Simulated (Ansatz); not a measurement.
`C[CH](C)[Ga]([F])[CH](C)C` and `C[CH](C)[Ga]([OH])[CH](C)C` differ in one atom or group.

Ansatz, PBE0-D4/def2-TZVP geometries, multiplicity 1. Each molecule was computed in one conformer, which needn't be the lowest.

Scalar relativity is left out up to krypton.

| property | `C[CH](C)[Ga]([F])[CH](C)C` |
| --- | --- |
| HOMO energy (ωB97M-V/def2-TZVPP) / eV | -9.06 |
| HOMO–LUMO gap (PBE/def2-TZVPP) / eV | 4.18 |
| HOMO–LUMO gap (ωB97M-V/def2-TZVPP) / eV | 9.88 |
| size of the dipole moment (ωB97M-V/def2-TZVPP) / D | 2.63 |
| LUMO energy (PBE0/def2-TZVPP) / eV | -0.78 |
| HOMO–LUMO gap (B3LYP/def2-TZVPP) / eV | 5.67 |

Problem. What does the change do to each property? (An estimate is asked.)

Solution. Ansatz gave: 
```tsv
property	`C[CH](C)[Ga]([OH])[CH](C)C`	shift
HOMO energy (ωB97M-V/def2-TZVPP) / eV	-8.88	0.18
HOMO–LUMO gap (PBE/def2-TZVPP) / eV	4.41	0.23
HOMO–LUMO gap (ωB97M-V/def2-TZVPP) / eV	10.10	0.22
size of the dipole moment (ωB97M-V/def2-TZVPP) / D	1.93	-0.70
LUMO energy (PBE0/def2-TZVPP) / eV	-0.37	0.41
HOMO–LUMO gap (B3LYP/def2-TZVPP) / eV	5.89	0.22
```

With PBE0 the HOMO rises by 0.20 eV and the LUMO rises by 0.41 eV, so the gap widens by about 0.21 eV. PBE moves the HOMO by 0.18 eV and ωB97M-V by 0.18 eV. Dipoles are sizes alone; their direction can turn.

B3LYP here is the variant with VWN-RPA as its local correlation; programs differ in this.
